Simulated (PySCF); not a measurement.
# Spinor energies of Sm⁶⁰⁺ (samarium, charge +60)

Start: 1s2. Calculated with PySCF 2.14 in an uncontracted even-tempered set (15 s from 170 bohr⁻², ratio 2.4; 11 p from 220 bohr⁻², ratio 2.4; 3 d from 690 bohr⁻², ratio 2.6; 3 f from 1000 bohr⁻², ratio 2.6): generalised Hartree-Fock with the X2C-1e Hamiltonian and a Gaussian nucleus; one run each with spin-orbit coupling (SO) switched off, then screened by Boettger's factors, then bare.

```json
{"spinor shell": "1s1/2", "electrons": "2", "ε, spin-free (eV)": "-54098.7", "ε, screened SO (eV)": "-54098.7", "ε, bare SO (eV)": "-54098.7", "weight of nominal j (screened SO)": "1.000", "rms radius, screened SO (bohr)": "0.0257"}
```

| quantity | spin-free | screened SO | bare SO |
| --- | --- | --- | --- |
| E (hartree) | -4019.64425 | -4019.64425 | -4019.64425 |
| M_J | 0 | 0 | 0 |
| ⟨J²⟩ | 0.000 | 0.000 | 0.000 |
| ⟨L²⟩ | 0.000 | 0.000 | 0.000 |
| ⟨S²⟩ | 0.000 | 0.000 | 0.000 |

Breit and QED terms are absent; they matter most for the inner s and p1/2 levels.

Densities and radii are taken from the X2C orbitals without a picture-change correction, which distorts them close to the nucleus.

Without spin-orbit coupling the j labels of p, d and f shells carry no meaning; the spin-free column gives the mean over the occupied spinors of each nl shell.
